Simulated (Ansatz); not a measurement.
Steps of a relaxation of CH8OSi3 with RKS PBE-D4/def2-SVP.

```sh
$ ansatz run in.yaml --threads 4 --pin off --events-out ev --progress --plain --max-ram 10444MiB
```

```yaml
crystal:
  periodic: [false, false, false]
  atoms:
    - {symbol: Si, position_ang: [-1.150500, -1.473600, -0.626700]}
    - {symbol: C, position_ang: [-0.220300, -0.778400, 0.777800]}
    - {symbol: Si, position_ang: [1.397900, -0.250000, 0.056900]}
    - {symbol: O, position_ang: [1.481600, 1.031600, -0.853600]}
    - {symbol: Si, position_ang: [0.770400, 2.420700, -0.585500]}
    - {symbol: H, position_ang: [-1.484400, -0.371700, -1.659500]}
    - {symbol: H, position_ang: [-0.474100, -2.565800, -1.285600]}
    - {symbol: H, position_ang: [-2.463700, -1.920400, -0.149100]}
    - {symbol: H, position_ang: [-0.057800, -1.542300, 1.569400]}
    - {symbol: H, position_ang: [-0.719500, 0.057100, 1.302800]}
    - {symbol: H, position_ang: [2.368300, -0.015200, 1.211900]}
    - {symbol: H, position_ang: [-0.685900, 2.312800, -0.404900]}
    - {symbol: H, position_ang: [1.258500, 3.060500, 0.660700]}
basis:
  gaussian: {orbitals: def2-SVP}
hamiltonian: {xc: pbe, dispersion: d4}
relax: {f_tol: 0.03, max_steps: 200}
```

Positions (Å) and forces (eV/Å) along the path, 11 of 18 steps:

```xyz
13
step=1 energy=-26819.1915 eV
Si   -1.151   -1.474   -0.627   -1.809    1.008   -0.895
C    -0.220   -0.778    0.778   -0.042    0.339    1.047
Si    1.398   -0.250    0.057    1.472   -3.088    3.547
O     1.482    1.032   -0.854    1.954   -0.535   -4.648
Si    0.770    2.421   -0.586   -1.384    4.191    0.488
H    -1.484   -0.372   -1.659    0.344   -0.414    0.334
H    -0.474   -2.566   -1.286    0.651   -0.830   -0.458
H    -2.464   -1.920   -0.149   -0.708   -0.411    0.146
H    -0.058   -1.542    1.569    0.261   -0.076   -0.197
H    -0.720    0.057    1.303   -0.263    0.018   -0.131
H     2.368   -0.015    1.212    0.117   -0.119    0.062
H    -0.686    2.313   -0.405   -0.875   -0.238   -0.013
H     1.258    3.061    0.661    0.282    0.155    0.717
13
step=2 energy=-26820.0016 eV
Si   -1.266   -1.508   -0.615   -0.310    0.366   -0.709
C    -0.216   -0.788    0.749    0.017    0.121    0.700
Si    1.470   -0.193    0.143    0.243   -0.958    1.594
O     1.480    1.051   -0.915    1.315   -1.074   -2.596
Si    0.814    2.512   -0.599   -0.869    2.311    0.635
H    -1.480   -0.432   -1.667   -0.066   -0.179    0.178
H    -0.524   -2.608   -1.281    0.169   -0.334   -0.113
H    -2.596   -2.024   -0.156   -0.076    0.002    0.121
H     0.000   -1.567    1.514    0.044   -0.050   -0.038
H    -0.772    0.007    1.287   -0.010    0.019   -0.024
H     2.469    0.057    1.277   -0.216   -0.005   -0.043
H    -0.680    2.395   -0.446   -0.320   -0.114    0.055
H     1.321    3.064    0.722    0.078   -0.104    0.239
13
step=6 energy=-26820.8473 eV
Si   -1.263   -1.380   -0.677   -0.033    0.136   -0.035
C    -0.225   -0.766    0.798    0.573   -0.050   -0.235
Si    1.349    0.193    0.355   -0.211    1.697   -1.047
O     1.616    0.917   -1.190   -0.243   -1.118    1.313
Si    0.767    2.441   -0.724   -0.216   -0.009   -0.175
H    -1.494   -0.273   -1.664   -0.008   -0.041    0.009
H    -0.555   -2.523   -1.340    0.056   -0.032   -0.038
H    -2.586   -1.867   -0.156   -0.018   -0.012    0.016
H     0.069   -1.639    1.416    0.000   -0.077    0.061
H    -0.828   -0.092    1.430   -0.105    0.041    0.107
H     2.411    0.485    1.385   -0.094   -0.378   -0.189
H    -0.627    1.879   -0.296    0.247   -0.008   -0.040
H     1.387    2.592    0.680    0.052   -0.150    0.253
13
step=8 energy=-26821.3249 eV
Si   -1.237   -1.335   -0.667    0.112   -0.005   -0.018
C    -0.193   -0.728    0.814   -0.090    0.519    0.100
Si    1.185    0.531    0.454    0.768   -0.564   -0.275
O     1.601    0.850   -1.160   -0.505    0.129    0.749
Si    0.770    2.453   -0.850    0.016   -0.024   -0.586
H    -1.474   -0.237   -1.660   -0.030    0.032   -0.007
H    -0.540   -2.480   -1.348    0.030    0.042    0.014
H    -2.568   -1.833   -0.161    0.062    0.036    0.009
H     0.165   -1.612    1.389    0.168    0.160   -0.037
H    -0.881   -0.165    1.489   -0.021   -0.208   -0.004
H     2.424    0.350    1.347   -0.534    0.086   -0.292
H    -0.547    1.783   -0.301    0.011    0.040   -0.059
H     1.315    2.388    0.669    0.011   -0.241    0.406
13
step=9 energy=-26821.4693 eV
Si   -1.195   -1.290   -0.660    0.013    0.156   -0.021
C    -0.200   -0.685    0.855   -0.105    0.379    0.139
Si    1.186    0.526    0.455   -0.148   -0.552   -0.252
O     1.528    0.785   -1.168   -0.156    0.238    0.289
Si    0.779    2.424   -0.896    0.062    0.098   -0.534
H    -1.462   -0.183   -1.642    0.010   -0.042    0.064
H    -0.469   -2.404   -1.350    0.074   -0.034   -0.012
H    -2.512   -1.808   -0.160   -0.072   -0.064    0.001
H     0.214   -1.566    1.397    0.037    0.110   -0.035
H    -0.910   -0.179    1.555    0.118   -0.154   -0.126
H     2.380    0.323    1.286    0.486   -0.130    0.296
H    -0.560    1.802   -0.388   -0.248    0.098   -0.045
H     1.241    2.220    0.731   -0.069   -0.103    0.236
13
step=10 energy=-26821.6028 eV
Si   -1.171   -1.252   -0.647   -0.049   -0.132    0.009
C    -0.206   -0.640    0.884   -0.034   -0.007    0.129
Si    1.220    0.490    0.462    0.346   -0.348    0.563
O     1.477    0.754   -1.160   -0.063    0.194   -0.188
Si    0.783    2.412   -0.959   -0.132   -0.068   -0.094
H    -1.459   -0.151   -1.617   -0.015    0.043   -0.013
H    -0.400   -2.344   -1.343   -0.006    0.063    0.053
H    -2.486   -1.820   -0.169    0.068   -0.007   -0.030
H     0.239   -1.518    1.406   -0.110    0.010   -0.019
H    -0.925   -0.174    1.597    0.164    0.013   -0.113
H     2.468    0.226    1.277   -0.157   -0.039   -0.224
H    -0.654    1.910   -0.517    0.134    0.148   -0.151
H     1.135    2.074    0.801   -0.144    0.129    0.078
13
step=13 energy=-26821.6809 eV
Si   -1.153   -1.280   -0.611   -0.013   -0.025   -0.038
C    -0.230   -0.621    0.922   -0.087   -0.188    0.046
Si    1.232    0.445    0.483    0.188   -0.198    0.017
O     1.403    0.776   -1.151   -0.046    0.118   -0.018
Si    0.892    2.476   -0.985    0.009   -0.073   -0.085
H    -1.603   -0.167   -1.511    0.008   -0.015    0.026
H    -0.256   -2.225   -1.365   -0.031    0.042    0.015
H    -2.366   -2.043   -0.141    0.023    0.002   -0.017
H     0.127   -1.502    1.502   -0.031    0.073    0.001
H    -0.942   -0.068    1.570    0.014    0.011   -0.026
H     2.523    0.042    1.132   -0.029    0.002   -0.032
H    -0.644    2.203   -0.773    0.079   -0.011    0.067
H     1.037    1.930    0.944   -0.082    0.262    0.045
13
step=15 energy=-26821.6916 eV
Si   -1.148   -1.293   -0.616   -0.001   -0.003   -0.007
C    -0.241   -0.614    0.919   -0.038   -0.044    0.014
Si    1.239    0.436    0.475    0.007    0.029    0.040
O     1.393    0.770   -1.162    0.004   -0.021   -0.006
Si    0.895    2.465   -0.995   -0.055    0.027    0.014
H    -1.621   -0.179   -1.502   -0.001   -0.003    0.010
H    -0.237   -2.210   -1.385   -0.002    0.012    0.007
H    -2.342   -2.086   -0.152    0.012    0.001   -0.006
H     0.087   -1.469    1.547    0.006   -0.007    0.008
H    -0.958   -0.021    1.524    0.000    0.006   -0.021
H     2.533    0.023    1.110   -0.017   -0.003   -0.022
H    -0.625    2.199   -0.685    0.042   -0.004   -0.021
H     1.045    1.944    0.937    0.043    0.007   -0.010
13
step=16 energy=-26821.6938 eV
Si   -1.136   -1.306   -0.617    0.001    0.001    0.002
C    -0.261   -0.595    0.920    0.030   -0.003    0.008
Si    1.235    0.436    0.472   -0.055   -0.055    0.001
O     1.364    0.774   -1.167   -0.007    0.052   -0.010
Si    0.891    2.474   -0.989    0.001    0.002   -0.018
H    -1.635   -0.207   -1.509    0.005    0.000    0.004
H    -0.197   -2.202   -1.374    0.001    0.009   -0.005
H    -2.311   -2.128   -0.158   -0.001   -0.004   -0.003
H     0.053   -1.435    1.575   -0.002    0.000    0.013
H    -0.989    0.016    1.492   -0.013    0.013    0.001
H     2.530   -0.031    1.061    0.012    0.007    0.017
H    -0.621    2.226   -0.644    0.013   -0.010    0.003
H     1.098    1.943    0.952    0.015   -0.011   -0.014
13
step=17 energy=-26821.6946 eV
Si   -1.131   -1.314   -0.617   -0.005   -0.009   -0.005
C    -0.273   -0.585    0.922    0.013    0.023    0.050
Si    1.233    0.430    0.467   -0.018   -0.017   -0.009
O     1.351    0.778   -1.173    0.001   -0.007    0.011
Si    0.892    2.479   -0.989   -0.010    0.004    0.002
H    -1.652   -0.220   -1.501    0.003   -0.007    0.004
H    -0.171   -2.182   -1.381   -0.011    0.007    0.005
H    -2.288   -2.166   -0.163    0.014    0.010   -0.009
H     0.022   -1.413    1.604   -0.003    0.038   -0.023
H    -1.007    0.048    1.466    0.024   -0.029   -0.024
H     2.529   -0.057    1.038   -0.010   -0.002    0.002
H    -0.615    2.233   -0.617    0.009    0.004    0.003
H     1.131    1.935    0.956   -0.009   -0.017   -0.007
13
step=18 energy=-26821.6948 eV
Si   -1.128   -1.315   -0.616   -0.008   -0.006   -0.007
C    -0.276   -0.582    0.924    0.023    0.010    0.011
Si    1.232    0.429    0.465   -0.015   -0.022   -0.004
O     1.345    0.777   -1.176   -0.002    0.007    0.009
Si    0.892    2.479   -0.989    0.004   -0.003    0.000
H    -1.652   -0.223   -1.501    0.004   -0.004    0.004
H    -0.165   -2.180   -1.379   -0.005    0.006    0.005
H    -2.283   -2.171   -0.165    0.007    0.005   -0.003
H     0.019   -1.406    1.609   -0.001    0.013   -0.007
H    -1.010    0.053    1.463    0.006   -0.007   -0.008
H     2.528   -0.065    1.032   -0.010    0.001    0.000
H    -0.613    2.239   -0.608   -0.004    0.000    0.000
H     1.133    1.931    0.957    0.000    0.001   -0.001
```

Hardware: 4 threads of an Arm Neoverse N1 on a shared host. Wall time 56 s, peak host memory 0.26 GiB.
